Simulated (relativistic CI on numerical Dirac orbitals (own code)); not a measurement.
Line list: Electric-dipole lines, Ru²⁷⁺

These numbers are calculated, not measured: Dirac-Coulomb-Breit CI, KLI orbitals optimised for each configuration, model QED, unscaled Slater integrals (own radial code, finite nucleus).

Configurations in the expansion (outside the closed core [Ne]): 3s2 3p5, 3s 3p6, 3s2 3p4 3d, 3s 3p5 3d, 3p6 3d, 3s 3p4 3d2, 3s2 3p3 3d 4p, 3p6 4s, 3s2 3p4 4s, 3s 3p4 3d 4s, 3p6 4p, 3s2 3p4 4p, 3s2 3p3 3d2, 3s2 3p2 3d3, 3s 3p3 3d3, 3s2 3p2 3d2 4s, 3s2 3p2 3d2 4p. Double excitations out of closed p, d and f shells are left out; levels of such configurations are missing from the list, as are those of other unlisted configurations, and high levels can miss mixing partners.

| λ vac (nm) | Lower | Upper | A (s⁻¹) | E lower (cm⁻¹) | E upper (cm⁻¹) |
| --- | --- | --- | --- | --- | --- |
| 6.8297 | 3s2 3p4 3d 2F_7/2 [8] | 3s2 3p3 3d2 2F°_7/2 [138] | 3.02e+11 | 1023453 | 2487651 |
| 6.8640 | 3s2 3p5 2P°_3/2 [1] | 3s2 3p4 3d 2D_3/2 [28] | 2.70e+11 | 0 | 1456881 |
| 6.9059 | 3s 3p6 2S_1/2 [3] | 3s 3p5 3d 2P°_3/2 [99] | 2.79e+11 | 868179 | 2316206 |
| 6.9172 | 3s2 3p4 3d 4F_9/2 [9] | 3s2 3p3 3d2 4D°_7/2 [134] | 2.77e+11 | 1026676 | 2472348 |
| 6.9553 | 3s2 3p4 3d 2F_7/2 [8] | 3s2 3p3 3d2 2D°_5/2 [131] | 2.54e+11 | 1023453 | 2461213 |
| 6.9852 | 3s2 3p5 2P°_3/2 [1] | 3s2 3p4 3d 2D_5/2 [27] | 4.89e+11 | 0 | 1431590 |
| 6.9985 | 3s2 3p4 3d 4F_7/2 [17] | 3s2 3p3 3d2 4D°_5/2 [169] | 3.44e+11 | 1228780 | 2657654 |
| 7.0071 | 3s2 3p4 3d 4F_9/2 [9] | 3s2 3p3 3d2 4F°_9/2 [130] | 2.62e+11 | 1026676 | 2453801 |
| 7.0572 | 3s2 3p4 3d 2G_9/2 [22] | 3s2 3p3 3d2 2G°_9/2 [175] | 3.15e+11 | 1283472 | 2700462 |
| 7.0648 | 3s2 3p5 2P°_1/2 [2] | 3s2 3p4 3d 2D_3/2 [31] | 4.44e+11 | 234273 | 1649742 |
| 7.0910 | 3s2 3p5 2P°_3/2 [1] | 3s2 3p4 3d 2S_1/2 [26] | 5.47e+11 | 0 | 1410248 |
| 7.1269 | 3s2 3p4 3d 2F_7/2 [24] | 3s2 3p3 3d2 2F°_7/2 [185] | 3.05e+11 | 1355359 | 2758503 |
| 7.1779 | 3s2 3p5 2P°_3/2 [1] | 3s2 3p4 3d 2P_3/2 [25] | 1.80e+11 | 0 | 1393168 |
| 7.2004 | 3s2 3p4 3d 2F_7/2 [24] | 3s2 3p3 3d2 2G°_9/2 [182] | 2.37e+11 | 1355359 | 2744175 |
| 7.2092 | 3s2 3p4 3d 2G_9/2 [22] | 3s2 3p3 3d2 2H°_11/2 [171] | 1.89e+11 | 1283472 | 2670588 |
| 7.2544 | 3s2 3p4 3d 2D_5/2 [27] | 3s2 3p3 3d2 2F°_7/2 [195] | 4.71e+11 | 1431590 | 2810065 |
| 7.3204 | 3s2 3p4 3d 4F_9/2 [9] | 3s2 3p3 3d2 4G°_11/2 [114] | 1.32e+11 | 1026676 | 2392722 |
| 7.6333 | 3s2 3p4 3d 4D_7/2 [7] | 3s2 3p3 3d2 2G°_9/2 [93] | 1.14e+11 | 978048 | 2288096 |
| 7.7493 | 3s2 3p5 2P°_1/2 [2] | 3s2 3p4 3d 2P_1/2 [29] | 3.62e+11 | 234273 | 1524708 |
| 7.7604 | 3s2 3p4 3d 4D_5/2 [5] | 3s2 3p3 3d2 4F°_7/2 [83] | 1.02e+11 | 952677 | 2241268 |

Terms are leading LS components. Brackets give the number of a level in order of energy, since labels repeat. The list gives strong lines, with weight on those to low levels, without lines whose two gauges differ by over a factor of 2.5, among the lowest 200 of 2504 levels, so that lines to higher ones, which can be the strongest, are missing. Levels whose partners in the same complex of configurations lie outside the list can be far off, and so can their lines. Rates are taken at the computed energies, electric ones in the length gauge.

At this charge energies of transitions that change n are usually good to better than 1 %, and those within a shell (Δn = 0) to a few per cent.

LS names give the leading component of a level, which can be under half, so a name can repeat, a term be missing and a line seem to break the LS rules.
